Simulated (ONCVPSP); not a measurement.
**Before and after: ONCV potential for Co**

Co, optimised norm-conserving Vanderbilt (ONCV), made with ONCVPSP 4.0.1 (PBE, scalar-relativistic). Core [Ne], reference 3s2 3p6 3d7 4s2. Waves: 3s+4s: rc 1.25 bohr, ncon 4, nbas 9, qcut 12.7 1/bohr, 2 projectors; 3p: rc 1.05 bohr, ncon 4, nbas 9, qcut 14.3 1/bohr, 2 projectors, debl 0.8 Ha; 3d: rc 0.85 bohr, ncon 5, nbas 8, qcut 11.4 1/bohr, local. Local part: the d channel. Core correction: none.

In the p channel the program set the typed energies aside and used -2.412, 0.250 Ha.

Change: d: nproj 1; local potential polynomial inside 0.70 bohr (lpopt 5, dvloc0 4 Ha).

Cutoffs: the cutoffs (Ha) at which the residual kinetic energy of the hardest occupied pseudo-wave falls to 1 and 0.1 mHa per electron; they do not see the model core or the augmentation charge, which bear on the density cutoff. Errors are all-electron minus pseudo energies relative to the spin-unpolarised reference configuration.

Problem. What does the change do?

Solution. The potential gets neither clearly harder nor softer (290 Ha and 329 Ha → 290 Ha and 329 Ha); the bound ghost in p disappears; of the 4 tests that both files solve, the error grows in 0 and shrinks in 2 by more than 15 % and 0.3 meV (median size 1.3 → 0.7 meV); the range in which the s phases agree widens (upper end 3.3 → at the end of the scan). In the separable form a ghost depends on how the local part lies against the semilocal potential of the channel, so the choice of the local part can create or remove one.

```csv
quantity,base,changed
"cutoff, loose",290 Ha,290 Ha
"cutoff, tight",329 Ha,329 Ha
bound ghosts,p,none
GHOST(+) flags under 300 eV,s at 100.9 eV,none
"error for 3s2 3p6 3d7 4s1, meV [ΔE 9.03 eV]",-0.4,-0.4
"error for 3s2 3p6 3d7 4s0, meV [ΔE 25.82 eV]",0.0,+0.1
"error for 3s2 3p6 3d6 4s0, meV [ΔE 61.69 eV]",-9.5,-5.4
"error for 3s2 3p6 3d8 4s1, meV [ΔE -1.20 eV]",-2.1,-0.9
s: phases at 1.27 bohr within 0.05 rad from the reference energy up to (Ha; the scan ends near 5),3.3,to the end of the scan
p: phases at 1.06 bohr within 0.05 rad from the reference energy up to (Ha; the scan ends near 5),to the end of the scan,to the end of the scan
d: phases at 0.86 bohr within 0.05 rad from the reference energy up to (Ha; the scan ends near 5),to the end of the scan,to the end of the scan
```

 A true bound ghost makes a file unfit for plane-wave use even where its test errors are small: the radial tests pick states by their node count and pass the ghost by.
